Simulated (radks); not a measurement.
Task: The mean radii <r> (bohr) of the occupied orbitals of an atom or ion are listed with their occupations. All-electron calculation, scalar-relativistic Kohn-Sham, r2SCAN, spin-polarised, spherical densities, finite nucleus; meta-GGA in the generalised Kohn-Sham scheme; Fermi nuclear charge, rms radius of each element as measured or else 0.836 A^(1/3) + 0.57 fm. Program: a radial shooting solver on a logarithmic mesh with Libxc functionals.

orbital  occ.      <r>
1s down     1  0.04862
1s up       1  0.04862
2s up       1   0.2168
2s down     1   0.2166
2p up       3   0.1900
2p down     3   0.1898
3s up       1   0.5864
3s down     1   0.5878
3p up       3   0.5860
3p down     3   0.5876
3d up       1   0.5543

Name the element and its charge. Open shells, if any, are filled with parallel spins first.

Result: Z = 31, gallium, charge +12: Ga12+ in [Ar] 3d1. The 1s radius gives Z: for a bare nucleus <r> = (2 gamma + 1)/(2Z) with gamma = sqrt(1 - (Z/c)^2), 0.04755 bohr for Z = 31, and screening makes it slightly larger (0.04862 here). The occupations add up to 19, and the charge is Z minus that.
